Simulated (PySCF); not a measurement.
AsF₃H₂Si, SMILES F[Si](F)(F)[AsH2]. Atoms are numbered in the order given.

```xyz
7

F     -1.4459    -0.7557     1.2969
Si    -0.8677     0.0022     0.0000
F     -1.4459    -0.7557    -1.2969
F     -1.5110     1.4780     0.0000
As     1.4774    -0.0529     0.0000
H      1.5086     1.0075    -1.1022
H      1.5086     1.0075     1.1022
```
Charge 0, spin multiplicity 1.

Geometry: B3LYP-D3(BJ)/def2-SVP.

The numbers are results of PBE0/def2-TZVP in PySCF, not measurements.

Atomic charges (e):

```
atom  Löwdin  meta-Löwdin
----  ------  -----------
F1      0.02            …
Si2    -0.27            …
F3      0.02            …
F4      0.02            …
As5     0.19            …
H6      0.01            …
H7      0.01            …
```

### Question
Complete the blanks. (Estimate from the structure and the level; the computed values follow.)

### Answer

- F1, meta-Löwdin: -0.49
- Si2, meta-Löwdin: 1.50
- F3, meta-Löwdin: -0.49
- F4, meta-Löwdin: -0.49
- As5, meta-Löwdin: -0.09
- H6, meta-Löwdin: 0.02
- H7, meta-Löwdin: 0.02

Computed Mayer and Wiberg (Löwdin basis) orders of the bonds:
```tsv
bond	Mayer	Wiberg
F1–Si2	1.13	1.72
Si2–F3	1.13	1.72
Si2–F4	1.13	1.72
Si2–As5	1.08	1.34
As5–H6	0.94	0.96
As5–H7	0.94	0.96
```
